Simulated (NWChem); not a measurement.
SiH2O, singlet; SMILES O[SiH]

Results from NWChem. Low-valent species are run as closed-shell singlets; no triplet was tried in these runs. Structure relaxed at the PBE-D3(BJ)/def2-SVP level. Vertical excitations in the gas phase.

Task: Predict the results for PBE/def2-TZVP, TDA. Quantities: lowest excitation, singlet (eV); oscillator strength of that lowest state; orbital gap (eV).

Result: 
| Item | Result |
|---|---|
| lowest excitation, singlet (eV) | 3.30 |
| oscillator strength of that lowest state | 0.031 |
| orbital gap (eV) | 2.63 |
